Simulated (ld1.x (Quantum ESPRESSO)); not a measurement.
## Li, TM: configuration errors across variants

```
Element                 : lithium (Li)
Generator               : ld1.x (Quantum ESPRESSO) 7.5
Type                    : norm-conserving Troullier–Martins (Kleinman–Bylander form)
Functional              : PBE
Relativity              : scalar-relativistic
Frozen core             : none
Valence charge          : 3
Reference configuration : 1s2 2s1 2p0
Partial waves           : 2p (bound, empty): rc 4.20 bohr; 1s (bound): rc 0.70 bohr
Local potential         : the s channel
Core correction         : none
```

Occupied shells without a wave of their own: 2s. They enter only through the test configuration that unscreens the potential.

All-electron excitation energies from the reference (eV): (1) 1s2 2s0 2p0 5.297; (2) 1s2 2s0.5 2p0 2.049; (3) 1s2 2s0 2p1 1.787; (4) 1s1 2s1 2p0 68.408.

4 further variants failed, have other tests or another functional or relativity, and are left out.

A true bound ghost makes a file unfit for plane-wave use even where its test errors are small: the radial tests pick states by their node count and pass the ghost by.

Errors AE − PS in meV (a dash: test not solved or not reliable):

```tsv
change	(1)	(2)	(3)	(4)	bound ghosts
base	+22	+8.2	+7.5	+116	none
type ultrasoft; waves now 1s (bound): rc 0.70 bohr; 2s (bound): rc 0.70 bohr; 2p (bound): rcut 3.65, rcutus 4.20 bohr; 2p channel at 0.85 Ry: rcut 3.65, rcutus 4.20 bohr; local potential all-electron potential smoothed inside 3.05 bohr (lloc = -1); augmentation built from norm-conserving waves at rcut, not smoothed further	0.0	+0.1	-7.3	+153	p
wave 2p (bound): rc 4.20 bohr becomes 2p (bound): rc 2.80 bohr	+22	+8.2	+14	+116	none
all radii scaled by about 1.40 (s 0.98, p 5.88 bohr)	+98	+37	+42	+372	none
local potential the p channel	-313	-132	-223	-274	none
```

Problem. Give the same row for: wave 1s (bound): rc 0.70 bohr becomes 1s (bound): rc 0.48 bohr.

Solution. +3.5, +1.3, +22, +24; bound ghosts: none.
